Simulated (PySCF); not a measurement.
**How methods differ on the excitation energy of Br**

Br [Ar] 3d10 4s2 4p5 (2P) → Br [Ar] 3d10 4s1 4p6 (2S), as a difference of total energies. Computed with PySCF 2.14 in aug-cc-pVQZ-PP with one added diffuse shell each of s, p, d, f, g type with ECP10MDF (8s7p6d4f3g, 114 functions), with a scalar-relativistic core potential. Correlated levels: valence: 3s2 3p6 3d10 frozen. The calculations carry no spin-orbit coupling.

| method | excitation energy (cm⁻¹) |
| --- | --- |
| UHF | 122000 |
| LDA | 99761 |
| PBE | 99735 |
| PBE0 | 105360 |
| r2SCAN | 104340 |
| r2SCAN0 | 108430 |
| B97-3 | 105020 |
| BHandHLYP | 111040 |
| MP2 (valence) | 105130 |
| SCS-MP2 (valence) | 103290 |

The upper state lies above the first ionisation limit, where it may autoionise and the basis confines it.
